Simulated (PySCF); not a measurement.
**Magnetisability: `InChI=1S/C3H11NO2Si/c1-4(2)7(5)6-3/h5,7H,1-3H3/t7-/m0/s1`**

Geometry:
```tsv
atom	x (Å)	y (Å)	z (Å)
C1	2.767	-0.944	-0.306
O2	1.390	-0.775	-0.170
Si3	0.521	0.420	-0.854
O4	1.035	1.922	-0.486
N5	-1.033	0.142	-0.189
C6	-2.061	1.131	-0.389
C7	-1.575	-1.184	-0.020
H8	3.109	-1.601	0.495
H9	3.000	-1.402	-1.270
H10	3.292	0.012	-0.240
H11	0.682	0.466	-2.306
H12	1.012	2.224	0.420
H13	-2.731	1.153	0.475
H14	-1.604	2.109	-0.511
H15	-2.663	0.919	-1.281
H16	-2.226	-1.206	0.859
H17	-0.759	-1.884	0.124
H18	-2.164	-1.495	-0.891
```

Method: GIAO BHandHLYP/pcseg-1 magnetisability, rotational g tensor and spin-rotation constants, non-relativistic, gas phase (PySCF 2.14.0). Geometry: GFN2-xTB.

Q: How diamagnetic is it, and how anisotropic?

A: Isotropic -1273 × 10⁻³⁰ J/T², or -76.7 × 10⁻⁶ cm³/mol; principal values -1359, -1244, -1215 × 10⁻³⁰ J/T², anisotropy 131 × 10⁻³⁰ J/T² (root of half the summed squared differences of the principal values). The susceptibility is in cgs units.

Q: Split it along the inertial axes a, b, c into diamagnetic and paramagnetic parts about the centre of mass, with the quadrupole moment.

A: 
| axis | χ (10⁻⁶ cm³/mol) | diamagnetic (10⁻⁶ cm³/mol) | paramagnetic (10⁻⁶ cm³/mol) | summed x² of all electrons (Å²) | quadrupole Θ (D Å) |
| --- | --- | --- | --- | --- | --- |
| a | -81.8 | -477.7 | 395.9 | 190.6 | +6.53 |
| b | -74.7 | -905.2 | 830.5 | 89.8 | -5.65 |
| c | -73.4 | -1189.6 | 1116.2 | 22.8 | -0.88 |

Anisotropies 2χaa − χbb − χcc = -15.5 and 2χbb − χaa − χcc = +5.8 × 10⁻⁶ cm³/mol. Θ is traceless in Buckingham's convention.

Q: And the rotational g tensor?

A: 
```csv
axis,rotational constant (GHz),g,nuclear part,electronic part
a,3.3666,-0.0157,0.6104,-0.6261
b,1.5937,-0.0074,0.6144,-0.6218
c,1.1575,-0.0076,0.5994,-0.6069
```
Asymmetric top; isotopes 12C, 1H, 14N, 16O, 28Si; no vibrational averaging.
